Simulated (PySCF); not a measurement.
diiodomethane (CH2I2), singlet, geometry from GFN2-xTB (core potentials on I); CAMB3LYP/def2-SV(P) run with PySCF.

Here is a job for PySCF.
```python
from pyscf import gto, scf, dft

mol = gto.Mole()
mol.atom = '''
    I    -1.801318    0.103525    0.010569
    C    -0.006413   -1.071194    0.028147
    I     1.802424    0.081268   -0.015425
    H    -0.003488   -1.660005    0.937825
    H    -0.016669   -1.706886   -0.849356
'''
mol.basis = 'def2-sv(p)'
mol.ecp = {'I': 'def2-sv(p)'}
mol.charge = 0
mol.spin = 0
mol.verbose = 4
mol.build()

mf = dft.RKS(mol)
mf.xc = 'camb3lyp'
mf.grids.radi_method = dft.radi.delley
mf.kernel()
```

Problem. What does PySCF print? Leave out banner, timings and long lists.

Solution. 
```
PySCF version 2.14.0

[INPUT] verbose = 4
[INPUT] num. atoms = 5
[INPUT] num. electrons = 58
[INPUT] charge = 0
[INPUT] spin (= nelec alpha-beta = 2S) = 0
[INPUT] symmetry False subgroup None
[INPUT] Mole.unit = angstrom
[INPUT] Symbol           X                Y                Z      unit          X                Y                Z       unit  Magmom
[INPUT]  1 I     -1.801318000000   0.103525000000   0.010569000000 AA   -3.403997683249   0.195633897046   0.019972515411 Bohr   0.0
[INPUT]  2 C     -0.006413000000  -1.071194000000   0.028147000000 AA   -0.012118813637  -2.024263286277   0.053190121228 Bohr   0.0
[INPUT]  3 I      1.802424000000   0.081268000000  -0.015425000000 AA    3.406087720343   0.153574262691  -0.029149025471 Bohr   0.0
[INPUT]  4 H     -0.003488000000  -1.660005000000   0.937825000000 AA   -0.006591364722  -3.136954815409   1.772232402770 Bohr   0.0
[INPUT]  5 H     -0.016669000000  -1.706886000000  -0.849356000000 AA   -0.031499844770  -3.225547065854  -1.605050222256 Bohr   0.0

nuclear repulsion = 191.649409835358
number of shells = 30
number of NR pGTOs = 154
number of NR cGTOs = 70
basis = def2-sv(p)
ecp = {'I': 'def2-sv(p)'}

******** <class 'pyscf.dft.rks.RKS'> ********
method = RKS
initial guess = minao
damping factor = 0
level_shift factor = 0
DIIS = <class 'pyscf.scf.diis.CDIIS'>
diis_start_cycle = 1
diis_space = 8
diis_damp = 0
SCF conv_tol = 1e-09
SCF conv_tol_grad = None
SCF max_cycles = 50
direct_scf = True
direct_scf_tol = 1e-13
XC library pyscf.dft.libxc version 7.1.2
    S. Lehtola, C. Steigemann, M. J. T. Oliveira, and M. A. L. Marques,  SoftwareX 7, 1–5 (2018)
XC functionals = camb3lyp
    T. Yanai, D. P. Tew, and N. C. Handy,  Chem. Phys. Lett. 393, 51 (2004)
radial grids: B. Delley radial grids. Ref. JCP 104, 9848 (1996); DOI:10.1063/1.471749. log2 algorithm
becke partition: Becke, JCP 88, 2547 (1988); DOI:10.1063/1.454033
pruning grids: <function nwchem_prune>
grids dens level: 3
symmetrized grids: False
atomic radii adjust function: <function treutler_atomic_radii_adjust>
small_rho_cutoff = 0
Set gradient conv threshold to 3.16228e-05
Initial guess from minao.
tot grids = 77968
init E= -571.899180430289
  HOMO = -1.20594933564467  LUMO = -1.05258298697133  gap/eV = 4.17331
cycle= 1 E= -631.91526994465  delta_E=  -60  |g|= 3.92  |ddm|= 11.3
  HOMO = -0.0306281405020279  LUMO = -0.00657911090403993  gap/eV = 0.65441
cycle= 2 E= -631.29199864874  delta_E= 0.623  |g|= 3.36  |ddm|= 16.8
  HOMO = -0.237601935247868  LUMO = 0.0345626918786941  gap/eV = 7.40598
cycle= 3 E= -634.130346067803  delta_E= -2.84  |g|= 1.18  |ddm|= 14.9
  HOMO = -0.30817430508564  LUMO = -0.101481489954805  gap/eV = 5.62440
cycle= 4 E= -634.587173980021  delta_E= -0.457  |g|= 0.436  |ddm|= 1.61
  HOMO = -0.296187657780452  LUMO = -0.0206051814226385  gap/eV = 7.49898
cycle= 5 E= -634.637436227415  delta_E= -0.0503  |g|= 0.0724  |ddm|= 0.481
  HOMO = -0.310418625713845  LUMO = -0.0262747933574268  gap/eV = 7.73195
cycle= 6 E= -634.63906282612  delta_E= -0.00163  |g|= 0.0229  |ddm|= 0.122
  HOMO = -0.311022319543554  LUMO = -0.0248399863389519  gap/eV = 7.78742
cycle= 7 E= -634.639235350205  delta_E= -0.000173  |g|= 0.0045  |ddm|= 0.0321
  HOMO = -0.310723052759629  LUMO = -0.0244660754926311  gap/eV = 7.78945
cycle= 8 E= -634.639246323859  delta_E= -1.1e-05  |g|= 0.000667  |ddm|= 0.0129
  HOMO = -0.31071074553075  LUMO = -0.0245001224303731  gap/eV = 7.78819
cycle= 9 E= -634.639246742133  delta_E= -4.18e-07  |g|= 0.000141  |ddm|= 0.00261
  HOMO = -0.310725220847219  LUMO = -0.0245069700180967  gap/eV = 7.78840
cycle= 10 E= -634.639246772926  delta_E= -3.08e-08  |g|= 3.09e-05  |ddm|= 0.000943
  HOMO = -0.310722784637825  LUMO = -0.0245045317105799  gap/eV = 7.78840
cycle= 11 E= -634.639246773735  delta_E= -8.09e-10  |g|= 8.54e-06  |ddm|= 0.000114
  HOMO = -0.310723139502603  LUMO = -0.0245040707353414  gap/eV = 7.78842
Extra cycle  E= -634.639246773801  delta_E= -6.62e-11  |g|= 3.7e-06  |ddm|= 3e-05
converged SCF energy = -634.639246773801
```
